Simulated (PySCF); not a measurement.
**How methods differ on the excitation energy of Zr**

Zr [Kr] 4d2 5s2 (3F) → Zr [Kr] 4d1 5s2 5p1 (high-spin determinant), as a difference of total energies. Calculation: PySCF 2.14, in ANO-RCC-VTZP (7s6p4d2f1g, 68 functions); the spin-free X2C one-electron Hamiltonian (Gaussian nucleus). Correlated levels: valence and next inner shell: [Ar] 3d10 frozen. The calculations carry no spin-orbit coupling.

| method | excitation energy (eV) |
| --- | --- |
| UHF | 2.929 |
| MP2 (valence and next inner shell) | 3.155 |
| SCS-MP2 (valence and next inner shell) | 3.084 |
| CCSD (valence and next inner shell) | 2.799 |
| CCSD(T) (valence and next inner shell) | 2.510 |

Task: How much does correlation contribute at CCSD(T) (valence and next inner shell)?

Result: 2.510 − (2.929) = -0.419 eV, measured against UHF.

A first-order spin-orbit estimate (lowest level to lowest level, LS coupling) adds -0.025 eV.

The basis was made for the ground configuration and has no added diffuse functions, so the excitation energy can come out too high.

The coupled-cluster amplitudes are large for the upper state (T1 above 0.03 or a double amplitude above 0.15), so a single reference is strained.

The determinant of the upper state mixes LS terms, which raises its energy above the lowest term, most at the Hartree-Fock and MP2 levels.
